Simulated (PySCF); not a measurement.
# How the method moves the HOMO and LUMO of `OB(P)C1CC1`

Compound: C3H8BOP.
Geometry (PBE0-D3(BJ)/def2-SVP, Å), atoms numbered from 1 in this order:
```
atom  x, y, z in Å
O1     1.4976   -0.9778    1.6310
B2     0.8823   -0.4709    0.5312
P3     1.8985   -0.1009   -1.0914
C4    -0.6630   -0.3308    0.5811
C5    -1.4941   -0.3932   -0.6867
C6    -1.3563    0.9010    0.0232
H7     2.4542   -1.0453    1.5581
H8     1.2524    1.1138   -1.4603
H9     3.0111    0.5371   -0.4634
H10   -1.1328   -0.7576    1.4745
H11   -0.9679   -0.5307   -1.6366
H12   -2.4506   -0.9195   -0.6326
H13   -2.2141    1.2802    0.5846
H14   -0.7364    1.6829   -0.4246
```

Basis pcSseg-1 throughout (PySCF), one geometry. Geometry: PBE0-D3(BJ)/def2-SVP, one conformer, isolated molecule.

How do the orbital energies, the gap and the dipole change with the method?

| method | kind | HOMO (eV) | LUMO (eV) | gap (eV) | μ (D) | SCF cycles |
| --- | --- | --- | --- | --- | --- | --- |
| BLYP | GGA | -5.87 | -0.88 | 4.99 | 0.80 | 15 |
| B97-D | GGA | -6.00 | -0.89 | 5.11 | 0.83 | 14 |
| OPBE | GGA | -6.02 | -0.93 | 5.09 | 0.95 | 15 |
| PBE | GGA | -6.04 | -1.04 | 5.00 | 0.89 | 15 |
| KT3 | GGA | -6.10 | -1.00 | 5.09 | 0.82 | 14 |
| KT2 | GGA | -6.11 | -1.06 | 5.05 | 0.85 | 16 |
| BP86 | GGA | -6.15 | -1.11 | 5.04 | 0.88 | 15 |
| LDA | LDA | -6.15 | -1.25 | 4.90 | 0.94 | 15 |
| B97-2 | global hybrid | -6.98 | -0.13 | 6.85 | 0.88 | 13 |
| B3LYP | global hybrid | -6.98 | -0.32 | 6.67 | 0.82 | 13 |
| PBE0 | global hybrid | -7.22 | -0.12 | 7.10 | 0.90 | 13 |
| mPW1PW91 | global hybrid | -7.25 | -0.13 | 7.12 | 0.89 | 13 |
| BHandHLYP | global hybrid | -8.25 | 0.90 | 9.15 | 0.83 | 12 |
| CAM-B3LYP | range-separated hybrid | -8.51 | 0.99 | 9.50 | 0.86 | 13 |
| wB97X-D | range-separated hybrid | -9.09 | 1.68 | 10.77 | 0.92 | 14 |
| HF | Hartree–Fock | -9.87 | 3.36 | 13.23 | 0.84 | 10 |
| LC-wPBE | range-separated hybrid | -9.89 | 2.13 | 12.01 | 0.97 | 14 |

The HOMO spans 4.01 eV, from BLYP down to LC-wPBE, and the gap runs from 4.90 eV (LDA) to 13.23 eV (HF). Over the methods BLYP (0 %), B97-D (0 %), OPBE (0 %), PBE (0 %), KT3 (0 %), KT2 (0 %), BP86 (0 %), LDA (0 %), B97-2 (21 %), B3LYP (20 %), PBE0 (25 %), mPW1PW91 (25 %), BHandHLYP (50 %), HF (100 %), a straight line through the gap against the share of exact exchange rises by 0.82 eV for each 10 % (correlation coefficient 1.000). The dipole ranges from 0.80 D (BLYP) to 0.97 D (LC-wPBE). This basis has no diffuse functions.
